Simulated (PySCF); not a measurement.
**Multinuclear NMR of C9H13N**

Molfile (atoms numbered from 1):
```
C9H13N
     RDKit          3D

 23 24  0  0  0  0  0  0  0  0999 V2000
   -2.1929    2.9031    1.0162 N   0  0  0  0  0  0  0  0  0  0  0  0
   -2.0555    1.9111    0.4618 C   0  0  0  0  0  0  0  0  0  0  0  0
   -1.8803    0.6564   -0.2059 C   0  0  2  0  0  0  0  0  0  0  0  0
   -1.5896   -0.5722    0.6851 C   0  0  0  0  0  0  0  0  0  0  0  0
   -0.5729   -1.0424   -0.3670 C   0  0  2  0  0  0  0  0  0  0  0  0
    0.7268   -1.7005    0.0737 C   0  0  0  0  0  0  0  0  0  0  0  0
    1.7303   -0.7085    0.6529 C   0  0  0  0  0  0  0  0  0  0  0  0
    1.9154    0.4619   -0.3066 C   0  0  0  0  0  0  0  0  0  0  0  0
    0.6146    1.2533   -0.3936 C   0  0  0  0  0  0  0  0  0  0  0  0
   -0.5309    0.3962   -0.9304 C   0  0  2  0  0  0  0  0  0  0  0  0
   -2.7354    0.4858   -0.8653 H   0  0  0  0  0  0  0  0  0  0  0  0
   -2.4317   -1.2302    0.8886 H   0  0  0  0  0  0  0  0  0  0  0  0
   -1.1200   -0.2893    1.6248 H   0  0  0  0  0  0  0  0  0  0  0  0
   -1.0751   -1.7017   -1.0806 H   0  0  0  0  0  0  0  0  0  0  0  0
    1.1816   -2.1818   -0.7959 H   0  0  0  0  0  0  0  0  0  0  0  0
    0.5006   -2.4814    0.8037 H   0  0  0  0  0  0  0  0  0  0  0  0
    2.6819   -1.2161    0.8213 H   0  0  0  0  0  0  0  0  0  0  0  0
    1.3800   -0.3318    1.6161 H   0  0  0  0  0  0  0  0  0  0  0  0
    2.1963    0.0889   -1.2939 H   0  0  0  0  0  0  0  0  0  0  0  0
    2.7137    1.1160    0.0478 H   0  0  0  0  0  0  0  0  0  0  0  0
    0.3694    1.6149    0.6075 H   0  0  0  0  0  0  0  0  0  0  0  0
    0.7424    2.1308   -1.0309 H   0  0  0  0  0  0  0  0  0  0  0  0
   -0.5733    0.4643   -2.0192 H   0  0  0  0  0  0  0  0  0  0  0  0
  1  2  3  0
  2  3  1  0
  3  4  1  0
  4  5  1  0
  5  6  1  0
  6  7  1  0
  7  8  1  0
  8  9  1  0
  9 10  1  0
 10  3  1  0
 10  5  1  0
  3 11  1  6
  4 12  1  0
  4 13  1  0
  5 14  1  6
  6 15  1  0
  6 16  1  0
  7 17  1  0
  7 18  1  0
  8 19  1  0
  8 20  1  0
  9 21  1  0
  9 22  1  0
 10 23  1  6
M  END
```

Gas phase, no relativistic terms, a single conformation. Shielding tensors at PBE0/pcSseg-1 (GIAO); geometry from GFN2-xTB; PySCF.

**Question.** Predict the ¹⁵N NMR data.

**Answer.** 
| atoms | environment | σ (ppm) | δ (ppm) |
| --- | --- | --- | --- |
| N1 | nitrile nitrogen | -33.5 | -117.2 |

Shieldings were converted by a linear fit to measured shifts: ¹⁵N (scatter 6.3 ppm rms vs CH3NO2, solution or neat liquid). A few per cent of atoms miss by over 2 rms, more outside the fitted compound classes.

On a 600 MHz spectrometer ¹⁵N resonates near 60.8 MHz, so 1 ppm is 60.8 Hz.
